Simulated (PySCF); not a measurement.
W(OH)3 (H3O3W), SMILES [OH][W]([OH])[OH] (connectivity only; charge and spin as stated), neutral, multiplicity 4. Geometry: PBE-D3(BJ)/def2-SVP. The spin state was assumed, not searched. The def2 effective core potentials stand for the cores of W; spin–orbit coupling is left out. Other conformers were not sampled.

The numbers are results of PBE-D3(BJ)/def2-SVP (PySCF), not measurements.

Harmonic wavenumbers (cm⁻¹): 147, 163, 166, 375, 404, 431, 665, 665, 681, 685, 696, 703, 3621, 3627, 3630. Rotational constants (GHz): 5.100, 5.045, 2.588; symmetry number 1.

Problem. Work out the zero-point energy and the ideal-gas rigid-rotor harmonic-oscillator thermochemistry at 298.15 K and 1 atm.

Solution. ZPE = ½ Σ hcν = ½ × 16660 cm⁻¹ = 23.82 kcal/mol. H − E(el) = 28.40 kcal/mol. Entropy in cal/(mol K): translation 42.26, rotation 25.98, vibration 12.54, spin 2.75, total 83.54. G − E(el) = 3.49 kcal/mol. Cp = 23.19 cal/(mol K). Modes under 150 cm⁻¹ make the vibrational entropy uncertain.
